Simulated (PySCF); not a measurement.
## Solvent effects on NMR parameters

Atom-mapped SMILES (the numbers label the heavy atoms): `[CH3:1][C@H:2]1[CH2:3][CH2:4][C@@H:5]([C:6]([F:7])([F:8])[F:9])[CH2:10][CH2:11]1`. Each H is labelled by its parent atom. Ha(C3), Ha(C4), Ha(C10), Ha(C11) are cis to C1 on the ring; Hb(C3), Hb(C4), Hb(C10), Hb(C11) are trans to C1 on the ring.

GIAO PBE0/pcSseg-1 in PySCF on one PBE0-D3(BJ)/def2-SVP conformer, non-relativistic, equivalent nuclei averaged. Solvents enter as an IEF-PCM continuum (chloroform with ε = 4.7) around the gas-phase geometry. Shifts are referred to TMS, CFCl3 computed in the same medium.

Gas phase, δ in ppm: C6 133.2, C5 44.0, C3/C11 32.4, C2 28.4, C4/C10 20.5, C1 18.3, F7/F8/F9 -91.9, H(C2) 1.61, Hb(C4)/Hb(C10) 1.53, H(C5) 1.50, Ha(C3)/Ha(C11) 1.48, Ha(C4)/Ha(C10) 1.44, Hb(C3)/Hb(C11) 1.40, H(C1) 1.04. Dipole moment 2.58 D.

(1) How does each δ change in the continuum?

(2) Which of the listed nuclei move most (in ppm), and what does the model miss?

Results:

(1) 
```tsv
atoms	environment	Δδ, chloroform
C6	CF3 carbon	+1.4
C5	sp3 CH in a ring	+0.4
C3/C11	sp3 CH2 in a ring	+0.3
C2	sp3 CH in a ring	+0.6
C4/C10	sp3 CH2 in a ring	+0.5
C1	methyl carbon	+0.2
F7/F8/F9	fluorine of a CF3 group	+0.6
H(C2)	hydrogen on an sp3 CH in a ring	+0.02
Hb(C4)/Hb(C10)	hydrogen on an sp3 CH2 in a ring	-0.02
H(C5)	hydrogen on an sp3 CH in a ring	+0.20
Ha(C3)/Ha(C11)	hydrogen on an sp3 CH2 in a ring	+0.02
Ha(C4)/Ha(C10)	hydrogen on an sp3 CH2 in a ring	+0.01
Hb(C3)/Hb(C11)	hydrogen on an sp3 CH2 in a ring	+0.05
H(C1)	hydrogen on a methyl carbon	-0.01
```

Changes are relative to the gas phase. The dipole moment becomes 2.91 D in chloroform.

(2) C6 (CF3 carbon, +1.4 ppm) in chloroform. A continuum only polarises the solute; specific hydrogen bonds, the anisotropy of aromatic solvents and changes of geometry or conformer are outside it.
